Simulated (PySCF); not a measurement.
In(F)(Cl)(OMe) (CH3ClFInO), SMILES C[O][In]([Cl])[F]. Geometry optimised at PBE0-D3(BJ)/def2-SVP. The structure was generated by enumeration; whether it is a known compound was not checked. The def2 effective core potentials stand for the cores of In; spin–orbit coupling is left out. The values are those of a single conformer.

Computed equilibrium geometry at PBE0-D3(BJ)/def2-SVP (PySCF confirms it by a frequency run) as bond lengths and angles (one conformer of several):
Atoms: In1 F2 Cl3 O4 C5 H6 H7 H8. Bond lengths (Å): In1–F2 1.941, In1–Cl3 2.328, In1–O4 1.975, O4–C5 1.404, C5–H6 1.106, C5–H7 1.104, C5–H8 1.106. Bond angles (°): F2–In1–Cl3 118.7, F2–In1–O4 119.9, Cl3–In1–O4 121.4, In1–O4–C5 122.2, O4–C5–H6 111.3, O4–C5–H7 108.7, O4–C5–H8 114.1, H6–C5–H7 107.6, H6–C5–H8 107.5, H7–C5–H8 107.4.
